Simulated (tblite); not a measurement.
Isomers of C5H11ClS2Si. Calculated harmonic vibrations of the isolated species, GFN2-xTB (tblite), most abundant isotopes, no scaling. The method is semi-empirical: single wavenumbers can be off by several per cent or more. Modes of hydrogen on silicon can be 10 to 20 % off. One conformer each.

Electronic energies: GFN2-xTB at the same geometries; isomer energies are rough at this level and their order can be wrong.

| SMILES | electronic energy, lowest = 0 (kJ/mol) |
| --- | --- |
| CC(=S)S[Si@@H](Cl)C(C)C | 1.4 |
| CC[Si@@H](Cl)SCC(C)=S | 34.8 |
| CCC[Si@@H](Cl)SC(C)=S | 0.0 |

Task: How do GFN2-xTB zero-point energies change the relative energies?

Result: 
| SMILES | ZPE (kJ/mol) | of it from modes above 1550 cm⁻¹ | electronic (kJ/mol) | with ZPE, lowest = 0 (kJ/mol) | lowest mode (cm⁻¹) | rings |
| --- | --- | --- | --- | --- | --- | --- |
| CCC[Si@@H](Cl)SC(C)=S | 391.0 | 193.8 | 0.0 | 0.0 | 37 | 0 |
| CC(=S)S[Si@@H](Cl)C(C)C | 391.1 | 194.4 | 1.4 | 1.4 | 38 | 0 |
| CC[Si@@H](Cl)SCC(C)=S | 388.6 | 193.5 | 34.8 | 32.4 | 13 | 0 |

The zero-point energies span 2.5 kJ/mol, from `CC[Si@@H](Cl)SCC(C)=S` to `CC(=S)S[Si@@H](Cl)C(C)C`. The order is unchanged.
